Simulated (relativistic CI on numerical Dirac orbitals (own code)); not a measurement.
**Crystal-field levels of Pd²⁺, 4d8**

Calculated by Dirac-Coulomb-Breit CI, KLI orbitals optimised for each configuration, model QED, valence Slater integrals scaled by 0.9, one configuration in a parametric crystal field (own radial code). With so little scaling, terms lie 10 to 35 % too far apart, which can change the order of excited levels.

Field parameters in Wybourne normalisation: Td as Oh with Dq negative (B⁴₀ = 21Dq, B⁴₄ = √(5/14) B⁴₀). The field is a parameter set, without covalency.

S is read from ⟨S²⟩ = S(S + 1).

Levels (cm⁻¹, degeneracy): 0 (1), 641 (3), 1487 (2), 2502 (3), 5216 (3), 5545 (3), 6204 (1), 6438 (2), 9653 (3), 13887 (2), 14072 (3), 17939 (3).

**Question.** Which field gives this pattern?
A. Td, 10Dq = -3800 cm⁻¹
B. Td, 10Dq = -7100 cm⁻¹
C. Td, 10Dq = -5450 cm⁻¹
D. Td, 10Dq = -12150 cm⁻¹

**Answer.** A. Td, 10Dq = -3800 cm⁻¹, ground level with S = 1.00.
